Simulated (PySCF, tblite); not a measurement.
Isomers of C6H12OP2, one GFN2-xTB conformer each. Single-point energies are computed at PBE0/pcSseg-1 (PySCF, gas phase, no added dispersion term), electronic only.

| SMILES | GFN2-xTB relative energy (kcal/mol) |
| --- | --- |
| C=CP1(=O)CCPCC1 | 0.0 |
| C=CC/P=P/CCOC | 50.4 |

Conformers: `[CH2:1]=[CH:2][P:3]1(=[O:4])[CH2:5][CH2:6][PH:7][CH2:8][CH2:9]1` with C1–C2–P3–O4 0°, C2–P3–C5–C6 172°, P3–C5–C6–P7 -71°, C5–C6–P7–C8 70°, C6–P7–C8–C9 -70°; `[CH2:1]=[CH:2][CH2:3]/[P:4]=[P:5]/[CH2:6][CH2:7][O:8][CH3:9]` with C1–C2–C3–P4 -23°, C2–C3–P4–P5 118°, P4–P5–C6–C7 -90°, P5–C6–C7–O8 -35°, C6–C7–O8–C9 -75°.

What does PBE0/pcSseg-1 give for the same structures?

```
         SMILES  PBE0/pcSseg-1 E (Eh)  PBE0/pcSseg-1 (kcal/mol)  GFN2-xTB (kcal/mol)  point group
C=CP1(=O)CCPCC1            -993.10336                       0.0                  0.0           Cs
  C=CC/P=P/CCOC            -993.03336                      43.9                 50.4           C1
```

Both levels put the same isomer lowest. As drawn, the lower has a P=O bond, which the higher lacks.

Which frontier levels, dipoles and rotational constants go with these structures?

```tsv
SMILES	HOMO (eV, PBE0/pcSseg-1)	LUMO (eV)	dipole (D)	A, B, C (MHz)
C=CP1(=O)CCPCC1	-7.05	-0.62	2.41	2479, 787.4, 730.4
C=CC/P=P/CCOC	-6.73	-2.21	1.51	3215, 498.4, 484.2
```

What happens when harmonic zero-point energies from GFN2-xTB frequencies are added?

| SMILES | ZPE (kcal/mol) | electronic (kcal/mol) | with ZPE (kcal/mol) |
| --- | --- | --- | --- |
| C=CP1(=O)CCPCC1 | 103.8 | 0.0 | 0.0 |
| C=CC/P=P/CCOC | 104.9 | 43.9 | 45.0 |

The zero-point energies span 1.1 kcal/mol. The order is unchanged.
